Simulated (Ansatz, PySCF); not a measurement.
Gas-phase reaction (SMILES): [F][Ga]([Br])[Br] + [H][H] (H2) -> [Br][GaH][Br] + F (HF); hydrogen cleaves one Ga-F bond, a model of a ligand-exchange step.

Each molecule is optimised on its own at B3LYP-D3(BJ)/def2-TZVP (Ansatz, a program for electronic structure). Cores are frozen in the correlated levels unless marked. No spin-orbit coupling. The frozen core is the preceding noble-gas configuration, with the filled d and f shells of earlier blocks. No relativistic terms. CBS marks a two-point X^-3 extrapolation of the correlation energy; Hartree-Fock from the larger set (for Q and 5 zeta extrapolated as (X+1)exp(-9√X)). Thermal terms are rigid-rotor harmonic-oscillator values from B3LYP-D3(BJ) frequencies (Ansatz or PySCF) at 298.15 K and 1 atm. 1 Eh = 627.5095 kcal/mol.

```
species            E, CCSD(T)/CBS(cc-pVQZ,cc-pV5Z) (Ansatz) (Eh)  E, wB97M-V/def2-TZVPD (Ansatz) (Eh)  H - E (Eh)
-----------------  ---------------------------------------------  -----------------------------------  ----------
[F][Ga]([Br])[Br]                                    -7168.68756                          -7172.80561     0.01062
[H][H] (H2)                                             -1.17453                             -1.16077     0.01336
[Br][GaH][Br]                                        -7069.44144                          -7073.48517     0.01432
F (HF)                                                -100.39528                           -100.46200     0.01259
```

Question: Work out ΔE and ΔH at 298.15 K at the first level, then ΔH at the second.

Answer: 
1. ΔE = [(-7069.44144) + (-100.39528)] - [(-7168.68756) + (-1.17453)] = 0.02537 Eh = 15.9 kcal/mol at CCSD(T)/CBS(cc-pVQZ,cc-pV5Z).
2. The terms H - E add up to 0.00293 Eh, so ΔH = (0.02537 + (0.00293))×627.5095 = 17.8 kcal/mol.
3. At wB97M-V/def2-TZVPD the same steps give ΔE = 12.1 and ΔH = 13.9 kcal/mol, a shift of -3.9 from the first level.
4. These values are not checked against measurement here, since the tables used lack a sound gas-phase enthalpy of formation for at least one species.
